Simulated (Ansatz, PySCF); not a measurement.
Molecule: diselenium, Se$_{2}$, net charge 0, triplet state. 
Geometry from a B3LYP-D3(BJ)/def2-TZVP (Ansatz, an electronic-structure program) optimisation:
```xyz
2

Se     0.0000     0.0000    -1.0941
Se     0.0000     0.0000     1.0941
```
Charge 0, spin multiplicity 3.

Total electronic energies in hartree. Cores are frozen in the correlated levels unless marked. UHF or UKS for open shells. Spin-orbit coupling is left out. The frozen core is the preceding noble-gas configuration, with the filled d and f shells of earlier blocks. No relativistic terms. 

The Hartree-Fock reference is unstable (checked in the largest basis), which strains HF and MP2. 

```csv
level,program,energy (Eh)
RI-HF/def2-QZVPP,Ansatz,-4799.80063
PBE-D3(BJ)/def2-TZVPD,Ansatz + dftd3,-4802.40374
BP86-D4/def2-TZVPD,PySCF + dftd4,[?]
B3LYP/def2-TZVPD,Ansatz,[?]
PBE0-D4/def2-TZVPD,Ansatz + dftd4,-4802.54939
BHLYP-D4/def2-TZVPD,Ansatz + dftd4,-4803.09116
TPSSh-D4/def2-TZVPD,PySCF + dftd4,[?]
MN15/def2-TZVPD,PySCF,-4803.75836
CAM-B3LYP-D3(BJ)/def2-TZVPD,Ansatz + dftd3,-4803.36012
LC-wPBE-D3(BJ)/def2-TZVPD,Ansatz + dftd3,-4802.44281
RI-MP2/def2-TZVPP,Ansatz,-4799.97856
CCSD/def2-TZVPP,Ansatz,-4800.00364
CCSD(T)/cc-pVQZ,Ansatz,-4800.14039
CCSD(T)/def2-QZVPPD,Ansatz,-4800.14095
```

### Question
What belongs in the gaps?

### Answer

- BP86-D4/def2-TZVPD, energy (Eh): -4803.67005
- B3LYP/def2-TZVPD, energy (Eh): -4803.18676
- TPSSh-D4/def2-TZVPD, energy (Eh): -4802.98257
